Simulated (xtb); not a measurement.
C₂H₆N (SMILES C[N-]C), charge -1, singlet, geometry from GFN2-xTB; GFN1-xTB with ALPB(cs2) (xtb 6.7.1).

The xtb input:
```
$ xtb mol.xyz --gfn 1 --chrg -1 --alpb cs2 --json

# file mol.xyz
9

C     -0.00450711    -0.16012117     1.14423294
N      0.05359214     0.63577940    -0.00002007
C     -0.02236646    -0.15868797    -1.14422288
H      0.82977693    -0.94369191     1.23989698
H      0.05529176     0.46516035     2.04681331
H     -0.95658511    -0.79311257     1.25393224
H      0.81031525    -0.94213013    -1.25387748
H      0.02334443     0.46772410    -2.04684276
H     -0.97604679    -0.79155078    -1.23984221
```

Write the output that xtb gives for this input, abridged.


```
   ID    Z sym.   atoms
    1    6 C      1, 3
    2    7 N      2
    3    1 H      4-9

           -------------------------------------------------
          |                Calculation Setup                |
           -------------------------------------------------

           -------------------------------------------------
          |                 G F N 1 - x T B                 |
           -------------------------------------------------

      * Solvation model:               ALPB
        Solvent                        cs2
        Parameter file                 internal GFN1-xTB/ALPB
        Dielectric constant                2.6400E+00
        Reference state                gsolv [1 M gas/solution]
        Free energy shift                  5.5033E-03 Eh       3.4534E+00 kcal/mol
        Temperature                        2.9815E+02 K
        Density                            1.2600E+00 kg/L
        Solvent mass                       7.6140E+01 g/mol
        Interaction kernel             P16
        Born radius scaling (c1)           1.3403E+00
        Born radii integrator          GBOBC
        Born offset                        0.0000E+00 a0       0.0000E+00 AA
        H-bond correction              false
        Ion screening                  false
        Surface tension                    1.0000E-05 Eh       1.5569E+01 dyn/cm
        Grid points                               230 per atom

          ...................................................
          :                      SETUP                      :
          :.................................................:
          :  # basis functions                  24          :
          :  # atomic orbitals                  24          :
          :  # shells                           18          :
          :  # electrons                        20          :
          :  # halogen bonds                     0          :
          :  max. iterations                   250          :
          :  Hamiltonian                  GFN1-xTB          :
          :  restarted?                      false          :
          :  GBSA solvation                   true          :
          :  PC potential                    false          :
          :  electronic temp.          300.0000000     K    :
          :  accuracy                    1.0000000          :
          :  -> integral cutoff          0.2500000E+02      :
          :  -> integral neglect         0.1000000E-07      :
[...]
         :: total energy             -10.837555377987 Eh    ::
[...]
        20                          0.3329590               9.0603
        21                          0.4221557              11.4874
       ...                                ...                  ...
        24                          0.5121566              13.9365
      -------------------------------------------------------------
                  HL-Gap            0.1517440 Eh            4.1292 eV
             Fermi-level           -0.0895484 Eh           -2.4367 eV

  Mulliken/CM5 charges         n(s)   n(p)   n(d)
     1C     0.11945  0.05318   0.973  2.907  0.000
     2N    -0.76515 -0.96692   1.529  4.236  0.000
     3C     0.11945  0.05318   0.973  2.907  0.000
     4H    -0.08360 -0.03040   1.084  0.000  0.000
     5H    -0.06968 -0.00893   1.070  0.000  0.000
     6H    -0.08360 -0.03040   1.084  0.000  0.000
     7H    -0.08360 -0.03040   1.084  0.000  0.000
     8H    -0.06968 -0.00893   1.070  0.000  0.000
     9H    -0.08360 -0.03040   1.084  0.000  0.000

Wiberg/Mayer (AO) data.
largest (>0.10) Wiberg bond orders for each atom

 ---------------------------------------------------------------------------
     #   Z sym  total        # sym  WBO       # sym  WBO       # sym  WBO
 ---------------------------------------------------------------------------
     1   6 C    3.990 --     2 N    1.075     5 H    0.984     6 H    0.953
                             4 H    0.953
     2   7 N    2.392 --     3 C    1.075     1 C    1.075
     3   6 C    3.990 --     2 N    1.075     8 H    0.984     9 H    0.953
                             7 H    0.953
     4   1 H    1.019 --     1 C    0.953
     5   1 H    1.049 --     1 C    0.984
     6   1 H    1.019 --     1 C    0.953
     7   1 H    1.019 --     3 C    0.953
     8   1 H    1.049 --     3 C    0.984
     9   1 H    1.019 --     3 C    0.953
 ---------------------------------------------------------------------------

Topologies differ in total number of bonds
Writing topology from bond orders to xtbtopo.mol

 dipole moment from electron density (au)
     X       Y       Z
  -0.0986  -1.1693   0.0000  total (Debye):    2.983

           -------------------------------------------------
          | TOTAL ENERGY              -10.837555377987 Eh   |
          | GRADIENT NORM               0.068591927347 Eh/α |
          | HOMO-LUMO GAP               4.129165476174 eV   |
           -------------------------------------------------

normal termination of xtb
```
